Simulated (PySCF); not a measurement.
Gas-phase XPS of [(F)2Al]2NH, computed

Compound: [(F)2Al]2NH.
Structure used (PBE0-D3(BJ)/def2-SVP), in Å, numbered top down from 1:
```xyz
8
Al2F4HN angstrom
Al     0.507   -0.794   -1.349
F      0.073   -0.933   -2.938
F      1.825   -1.632   -0.815
N     -0.437    0.229   -0.258
Al    -0.248    0.654    1.449
F      1.035    0.111    2.335
F     -1.367    1.619    2.189
H     -1.251    0.660   -0.697
```

Method: delta-SCF UKS SCAN, pcX-2 on the ionised atom, pcseg-1 elsewhere, spin-free X2C (PySCF 2.14.0). Vertical ΔSCF values, vacuum level as zero.

Question: List the computed XPS lines with their assignment.

Answer: 
```tsv
atom(s)	environment	level	binding energy (eV)	count
N4	nitrogen bonded to 2 Al and H	N 1s	405.07	1
F2/F3/F6/F7	fluorine bonded to Al	F 1s	692.41	4
Al1/Al5	aluminium bonded to 2 F and N	Al 1s	1569.12	2
```

Question: Give the binding energy of Al 1s of Al1/Al5 in hartree and in kJ/mol.

Answer: 1569.12 eV = 57.6641 Eh = 151397 kJ/mol.

One atom of each set of topologically equivalent atoms was ionised and stands for the set; in this conformer not all members are related by symmetry, and their own values weren't computed. Isolated species at its PBE0-D3(BJ)/def2-SVP geometry, gas phase.
